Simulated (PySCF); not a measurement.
Level of theory: PBE-D3(BJ)/def2-TZVP // B3LYP-D3(BJ)/def2-TZVP run with PySCF 2.14.0. Gas-phase values, no solvent. 

Reference species (SMILES): `[Al]([I])([I])[I]` (neutral, multiplicity 1).

```yaml
HOMO: -6.62 eV
HOMO–LUMO gap: 3.87 eV
```

Changed species: `[AlH3]` (3 of 3 I replaced by H; the reference has 0 of 3 I replaced by H).

Question: What does the change do to the HOMO and HOMO–LUMO gap?

Answer: the HOMO drops by 0.69 eV, to -7.31 eV; the HOMO–LUMO gap rises by 0.91 eV, to 4.78 eV.
